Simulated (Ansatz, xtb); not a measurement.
**Two structures of CH2BrSi+**

Structure I: a singlet given by its coordinates. Structure II: `C=[Si+]Br`, a singlet. Both are isolated ions in the gas phase, relaxed with r2SCAN-D4/def2-TZVP.

I (Å):

```yaml
atoms:
  - { symbol: C, position_ang: [0.5974, 0.2447, -0.8985] }
  - { symbol: Br, position_ang: [1.1139, -0.0651, 1.0398] }
  - { symbol: Si, position_ang: [-0.5597, -1.0923, -0.2662] }
  - { symbol: H, position_ang: [1.4622, 0.0040, -1.5161] }
  - { symbol: H, position_ang: [0.2722, 1.2802, -0.9951] }
```

Close contacts (Å): C1–Br2 2.03, C1–Si3 1.88, Br2–Si3 2.36, C1–H4 1.09, C1–H5 1.09.

II (Å):

```yaml
atoms:
  - { symbol: C, position_ang: [-3.5769, -1.1696, 2.0971] }
  - { symbol: Br, position_ang: [-3.0653, -3.2223, -0.8351] }
  - { symbol: Si, position_ang: [-3.3386, -1.5693, 0.4405] }
  - { symbol: H, position_ang: [-4.5624, -0.7809, 2.3698] }
  - { symbol: H, position_ang: [-2.7476, -0.6634, 2.5999] }
```

Quicker runs give these differences E(II) − E(I): GFN2-xTB −0.559 eV; HF/STO-3G +2.549 eV (at GFN2-xTB geometries); r2SCAN-D4/def2-SVP +0.615 eV (at GFN2-xTB geometries).

Question: Which of the two would you expect CCSD(T)/def2-TZVPP electronic energies to favour?

Answer: Structure I; the calculation gives E(II) − E(I) = +0.649 eV.

How the difference moves with the method:

| level | geometry | E(II) − E(I) (eV) | departure from the last row (eV) | job, with rough time for the two |
| --- | --- | --- | --- | --- |
| GFN2-xTB | GFN2-xTB | −0.559 | −1.209 | optimisation, 0.13 s |
| HF/STO-3G | GFN2-xTB | +2.549 | +1.899 | single point, 0.26 s |
| r2SCAN-D4/def2-SVP | GFN2-xTB | +0.615 | −0.034 | single point, 1.5 s |
| r2SCAN-D4/def2-TZVP | r2SCAN-D4/def2-TZVP | +0.570 | −0.079 | optimisation, 28 s |
| HF/def2-TZVPP | r2SCAN-D4/def2-TZVP | +0.886 | +0.237 | part of the CCSD(T) run |
| MP2/def2-TZVPP | r2SCAN-D4/def2-TZVP | +0.748 | +0.099 | part of the CCSD(T) run |
| CCSD(T)/def2-TZVPP | r2SCAN-D4/def2-TZVP | +0.649 |  | single point, 28 s |

GFN2-xTB puts the two in the other order. The largest departure from CCSD(T)/def2-TZVPP is that of HF/STO-3G, 1.899 eV.

With harmonic frequencies from r2SCAN-D4/def2-TZVP (ideal gas, rigid rotor, one conformer each, 298.15 K, 1 atm): the zero-point term adds −0.063 eV; ΔH is +0.605 and ΔG +0.573 eV.

The correlated steps freeze 15 core orbitals; the filled d shell of Br is correlated, in a basis made for valence electrons. Run with Ansatz 0.2.0, xtb 6.7.1; the last row on 2 threads of Intel(R) Xeon(R) Platinum 8488C (Sapphire Rapids) on a shared host.
